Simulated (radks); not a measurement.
Values are calculated unless marked as measured or tabulated.
Orbital eigenvalues (eV) of the hafnium ion Hf3+, [Xe] 4f14 5d1, at several levels of relativity; Dirac values are averaged over j with weights 2j + 1. Spin-unpolarised spherical Kohn-Sham, PBE, point nucleus unless stated (finite: rms radius 5.347 fm), a radial shooting solver on a logarithmic mesh with Libxc functionals. A level marked "c x" has the speed of light scaled by that factor and shares open shells by 2j + 1; other Dirac levels either fill j = l - 1/2 first or share by 2j + 1.

\begin{tabular}{lrrrrr}
shell & non-rel. & scalar-rel., finite nucleus & Dirac, low j first & Dirac, c x 0.85 & change of magnitude, last against first (%) \\ \hline
3s & -2246.8 & -2570.7 & -2566.0 & -2723.5 & +21.22 \\
3p & -2053.4 & -2164.5 & -2173.6 & -2229.2 & +8.56 \\
3d & -1693.2 & -1683.2 & -1679.4 & -1672.6 & -1.22 \\
4s & -460.22 & -539.71 & -538.65 & -578.25 & +25.64 \\
4p & -380.53 & -406.43 & -408.70 & -422.28 & +10.97 \\
4d & -235.96 & -234.03 & -233.40 & -232.41 & -1.51 \\
5s & -82.237 & -94.239 & -93.966 & -100.35 & +22.03 \\
5p & -60.069 & -62.512 & -62.770 & -64.375 & +7.17 \\
4f & -50.349 & -44.153 & -43.916 & -41.668 & -17.24 \\
5d & -27.930 & -27.127 & -27.031 & -26.825 & -3.96 \\
6s (empty) & -23.994 & -25.953 & -25.897 & -26.932 & +12.25 \\
6p (empty) & -18.841 & -19.299 & -19.315 & -19.608 & +4.07 \\
\end{tabular}
